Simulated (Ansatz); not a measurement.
A run for Ansatz (a program for electronic structure): R-B3LYP-D3(BJ)/def2-TZVP on CH6OSi (SMILES C[SiH2]O).

Ansatz 0.2 input:
```yaml
crystal:
  periodic: [false, false, false]
  atoms:
    - {symbol: Si, position_ang: [-0.58037540, 0.54427491, 0.12451724]}
    - {symbol: C, position_ang: [1.14118816, -0.19629342, -0.10383293]}
    - {symbol: O, position_ang: [-1.72619713, -0.45789570, -0.41624413]}
    - {symbol: H, position_ang: [-0.82380950, 1.70019684, -0.72196226]}
    - {symbol: H, position_ang: [-0.79299172, 0.81479064, 1.55131496]}
    - {symbol: H, position_ang: [1.29900606, -1.13238429, 0.47604768]}
    - {symbol: H, position_ang: [1.88217555, 0.48300925, 0.21596530]}
    - {symbol: H, position_ang: [1.36189818, -0.44364893, -1.12027471]}
    - {symbol: H, position_ang: [-1.81336498, -1.37893862, -0.12503519]}
basis:
  gaussian:
    orbitals: def2-TZVP
hamiltonian:
  xc: b3lyp
  dispersion: d3bj
relax: {f_tol: 0.003, max_steps: 120}
```

Output:

```
WARN ansatz: RAYON_NUM_THREADS=1 ignored (pool sized by the plan → 1); use --threads N
Functional definition: B3LYP
integrals: 0.05 GiB planned
856 factors; their error is unknown
mean field: 0.45 GiB planned
mean field evaluation 1: about -11052.7829 eV, gradient 7.5e1 eV
mean field evaluation 2: about -11040.3214 eV, gradient 1.1e2 eV
mean field evaluation 4: about -11063.1213 eV, gradient 6.0e0 eV
mean field evaluation 8: about -11063.1998 eV, gradient 1.5e-2 eV
mean field evaluation 16: about -11063.2229 eV, gradient 7.2e-6 eV
mean field -11063.22287527 eV, -406.5659417446 hartree, gradient 7.2e-6 eV, S^2 0.000000; 0 other end points of the search recorded, 0 dependent functions left out
the calculation of the forces begins
reference -11063.22312200 eV, -406.5659508114 hartree; 17, 17 occupied and 118, 118 virtual orbitals, 856 factors
relax step   1: F+E_penalty+E_count = -11063.47199938 eV  Δ(F+E_penalty+E_count) = +0.000e0 eV  max|allowed force component| = 1.506e0 eV/Å  Δτ_max = 0.0000 Å  (26 SCF iters, accepted)
these checks for a lower state are left out or cut short: starts, cluster_reference, orbital_swaps, neighbouring_geometries, increment
integrals: 0.04 GiB planned
856 factors; their error is unknown
mean field: 0.45 GiB planned
mean field -11063.33296274 eV, -406.5699873844 hartree, gradient 9.3e-6 eV, S^2 0.000000; 0 other end points of the search recorded, 0 dependent functions left out
the calculation of the forces begins
reference -11063.33320951 eV, -406.5699964529 hartree; 17, 17 occupied and 118, 118 virtual orbitals, 856 factors
relax step   2: F+E_penalty+E_count = -11063.58164234 eV  Δ(F+E_penalty+E_count) = -1.096e-1 eV  max|allowed force component| = 6.055e-1 eV/Å  Δτ_max = 0.0658 Å  (30 SCF iters, accepted)
these checks for a lower state are left out or cut short: starts, cluster_reference, orbital_swaps, neighbouring_geometries, increment
integrals: 0.04 GiB planned
856 factors; their error is unknown
mean field: 0.45 GiB planned
mean field -11063.34588923 eV, -406.5704624241 hartree, gradient 9.0e-6 eV, S^2 0.000000; 0 other end points of the search recorded, 0 dependent functions left out
the calculation of the forces begins
reference -11063.34613614 eV, -406.5704714979 hartree; 17, 17 occupied and 118, 118 virtual orbitals, 856 factors
relax step   3: F+E_penalty+E_count = -11063.59470417 eV  Δ(F+E_penalty+E_count) = -1.306e-2 eV  max|allowed force component| = 2.440e-1 eV/Å  Δτ_max = 0.0215 Å  (30 SCF iters, accepted)
these checks for a lower state are left out or cut short: starts, cluster_reference, orbital_swaps, neighbouring_geometries, increment
integrals: 0.04 GiB planned
856 factors; their error is unknown
mean field: 0.45 GiB planned
mean field evaluation 32: about -11063.3156 eV, gradient 2.0e0 eV
mean field -11063.34736174 eV, -406.5705165377 hartree, gradient 1.0e-5 eV, S^2 0.000000; 0 other end points of the search recorded, 0 dependent functions left out
the calculation of the forces begins
reference -11063.34760840 eV, -406.5705256023 hartree; 17, 17 occupied and 118, 118 virtual orbitals, 856 factors
relax step   4: F+E_penalty+E_count = -11063.59665169 eV  Δ(F+E_penalty+E_count) = -1.948e-3 eV  max|allowed force component| = 3.275e-1 eV/Å  Δτ_max = 0.0365 Å  (31 SCF iters, accepted)
these checks for a lower state are left out or cut short: starts, cluster_reference, orbital_swaps, neighbouring_geometries, increment
integrals: 0.04 GiB planned
856 factors; their error is unknown
mean field: 0.45 GiB planned
mean field -11063.35146500 eV, -406.5706673297 hartree, gradient 9.4e-6 eV, S^2 0.000000; 0 other end points of the search recorded, 0 dependent functions left out
the calculation of the forces begins
reference -11063.35171205 eV, -406.5706764086 hartree; 17, 17 occupied and 118, 118 virtual orbitals, 856 factors
relax step   5: F+E_penalty+E_count = -11063.60054619 eV  Δ(F+E_penalty+E_count) = -3.895e-3 eV  max|allowed force component| = 5.547e-2 eV/Å  Δτ_max = 0.0186 Å  (30 SCF iters, accepted)
these checks for a lower state are left out or cut short: starts, cluster_reference, orbital_swaps, neighbouring_geometries, increment
integrals: 0.04 GiB planned
856 factors; their error is unknown
mean field: 0.45 GiB planned
mean field -11063.35183324 eV, -406.5706808623 hartree, gradient 9.4e-6 eV, S^2 0.000000; 0 other end points of the search recorded, 0 dependent functions left out
the calculation of the forces begins
reference -11063.35208048 eV, -406.5706899482 hartree; 17, 17 occupied and 118, 118 virtual orbitals, 856 factors
relax step   6: F+E_penalty+E_count = -11063.60088962 eV  Δ(F+E_penalty+E_count) = -3.434e-4 eV  max|allowed force component| = 2.350e-2 eV/Å  Δτ_max = 0.0123 Å  (30 SCF iters, accepted)
these checks for a lower state are left out or cut short: starts, cluster_reference, orbital_swaps, neighbouring_geometries, increment
integrals: 0.04 GiB planned
856 factors; their error is unknown
mean field: 0.45 GiB planned
mean field -11063.35248114 eV, -406.5707046722 hartree, gradient 1.0e-5 eV, S^2 0.000000; 0 other end points of the search recorded, 0 dependent functions left out
the calculation of the forces begins
reference -11063.35272880 eV, -406.5707137737 hartree; 17, 17 occupied and 118, 118 virtual orbitals, 856 factors
relax step   7: F+E_penalty+E_count = -11063.60140296 eV  Δ(F+E_penalty+E_count) = -5.133e-4 eV  max|allowed force component| = 1.157e-2 eV/Å  Δτ_max = 0.0369 Å  (29 SCF iters, accepted)
these checks for a lower state are left out or cut short: starts, cluster_reference, orbital_swaps, neighbouring_geometries, increment
integrals: 0.04 GiB planned
856 factors; their error is unknown
mean field: 0.45 GiB planned
mean field evaluation 64: about -11063.3527 eV, gradient 3.1e-3 eV
mean field -11063.35273533 eV, -406.5707140135 hartree, gradient 9.8e-6 eV, S^2 0.000000; 0 other end points of the search recorded, 0 dependent functions left out
the calculation of the forces begins
reference -11063.35298323 eV, -406.5707231238 hartree; 17, 17 occupied and 118, 118 virtual orbitals, 856 factors
relax step   8: F+E_penalty+E_count = -11063.60153032 eV  Δ(F+E_penalty+E_count) = -1.274e-4 eV  max|allowed force component| = 3.506e-3 eV/Å  Δτ_max = 0.0211 Å  (31 SCF iters, accepted)
these checks for a lower state are left out or cut short: starts, cluster_reference, orbital_swaps, neighbouring_geometries, increment
integrals: 0.04 GiB planned
856 factors; their error is unknown
mean field: 0.45 GiB planned
mean field -11063.33029248 eV, -406.5698892539 hartree, gradient 1.0e-5 eV, S^2 0.000000; 0 other end points of the search recorded, 0 dependent functions left out
the calculation of the forces begins
reference -11063.33054008 eV, -406.5698983530 hartree; 17, 17 occupied and 118, 118 virtual orbitals, 856 factors
relax step   9: F+E_penalty+E_count = -11063.57885537 eV  Δ(F+E_penalty+E_count) = +2.267e-2 eV  max|allowed force component| = 7.230e-1 eV/Å  Δτ_max = 0.0228 Å  (31 SCF iters, rejected (line search))
these checks for a lower state are left out or cut short: starts, cluster_reference, orbital_swaps, neighbouring_geometries, increment
integrals: 0.04 GiB planned
856 factors; their error is unknown
mean field: 0.45 GiB planned
mean field -11063.35281375 eV, -406.5707168956 hartree, gradient 9.7e-6 eV, S^2 0.000000; 0 other end points of the search recorded, 0 dependent functions left out
the calculation of the forces begins
reference -11063.35306173 eV, -406.5707260086 hartree; 17, 17 occupied and 118, 118 virtual orbitals, 856 factors
relax step  10: F+E_penalty+E_count = -11063.60155586 eV  Δ(F+E_penalty+E_count) = -2.553e-5 eV  max|allowed force component| = 1.145e-3 eV/Å  Δτ_max = 0.0090 Å  (31 SCF iters, accepted)
these checks for a lower state are left out or cut short: starts, cluster_reference, orbital_swaps, neighbouring_geometries, increment
integrals: 0.04 GiB planned
856 factors; their error is unknown
mean field: 0.45 GiB planned
mean field -11063.35286741 eV, -406.5707188674 hartree, gradient 9.7e-6 eV, S^2 0.000000; 0 other end points of the search recorded, 0 dependent functions left out
the calculation of the forces begins
reference -11063.35311546 eV, -406.5707279830 hartree; 17, 17 occupied and 118, 118 virtual orbitals, 856 factors
relax step  11: F+E_penalty+E_count = -11063.60156042 eV  Δ(F+E_penalty+E_count) = -4.560e-6 eV  max|allowed force component| = 3.654e-3 eV/Å  Δτ_max = 0.0076 Å  (31 SCF iters, accepted)
these checks for a lower state are left out or cut short: starts, cluster_reference, orbital_swaps, neighbouring_geometries, increment
integrals: 0.04 GiB planned
856 factors; their error is unknown
mean field: 0.45 GiB planned
mean field -11063.35286102 eV, -406.5707186325 hartree, gradient 8.2e-6 eV, S^2 0.000000; 0 other end points of the search recorded, 0 dependent functions left out
the calculation of the forces begins
reference -11063.35310907 eV, -406.5707277482 hartree; 17, 17 occupied and 118, 118 virtual orbitals, 856 factors
relax step  12: F+E_penalty+E_count = -11063.60156019 eV  Δ(F+E_penalty+E_count) = +2.306e-7 eV  max|allowed force component| = 2.141e-3 eV/Å  Δτ_max = 0.0011 Å  (22 SCF iters, rejected (line search))
these checks for a lower state are left out or cut short: starts, cluster_reference, orbital_swaps, neighbouring_geometries, increment
integrals: 0.04 GiB planned
856 factors; their error is unknown
mean field: 0.45 GiB planned
mean field evaluation 96: about -11063.3529 eV, gradient 1.6e-5 eV
mean field -11063.35286336 eV, -406.5707187184 hartree, gradient 8.6e-5 eV, S^2 0.000000; 0 other end points of the search recorded, 0 dependent functions left out
the calculation of the forces begins
reference -11063.35311140 eV, -406.5707278338 hartree; 17, 17 occupied and 118, 118 virtual orbitals, 856 factors
relax step  13: F+E_penalty+E_count = -11063.60156154 eV  Δ(F+E_penalty+E_count) = -1.128e-6 eV  max|allowed force component| = 3.258e-4 eV/Å  Δτ_max = 0.0005 Å  (18 SCF iters, accepted)
integrals: 0.04 GiB planned
856 factors; their error is unknown
mean field: 0.45 GiB planned
mean field -11063.35286336 eV, -406.5707187184 hartree, gradient 8.6e-5 eV, S^2 0.000000; 1 other end points of the search recorded, 0 dependent functions left out
the calculation of the forces begins
reference -11063.35311140 eV, -406.5707278338 hartree; 17, 17 occupied and 118, 118 virtual orbitals, 856 factors
Total energy: -11063.60180959 eV, -406.5798673237 hartree
Atom 0 at    -0.573504     0.493834     0.094769 Å, force    -0.000193    -0.000114    -0.000102 eV/Å
Atom 1 at     1.151687    -0.193435    -0.108707 Å, force    -0.000075    -0.000009     0.000036 eV/Å
Atom 2 at    -1.737050    -0.533659    -0.483475 Å, force     0.000194     0.000319    -0.000009 eV/Å
Atom 3 at    -0.735699     1.734458    -0.692676 Å, force     0.000064     0.000144    -0.000066 eV/Å
Atom 4 at    -0.808785     0.787026     1.533417 Å, force     0.000043    -0.000013     0.000013 eV/Å
Atom 5 at     1.286018    -1.112635     0.466404 Å, force     0.000056     0.000000     0.000001 eV/Å
Atom 6 at     1.892452     0.529174     0.243866 Å, force     0.000017    -0.000006     0.000029 eV/Å
Atom 7 at     1.365027    -0.413956    -1.156443 Å, force    -0.000034     0.000005    -0.000011 eV/Å
Atom 8 at    -1.892616    -1.357696    -0.016659 Å, force    -0.000073    -0.000326     0.000109 eV/Å
Dipole moment:     0.181332    -0.242307     0.179453 e Å
```

Self-consistency was reached.

Cost: roughly 40 core-seconds.
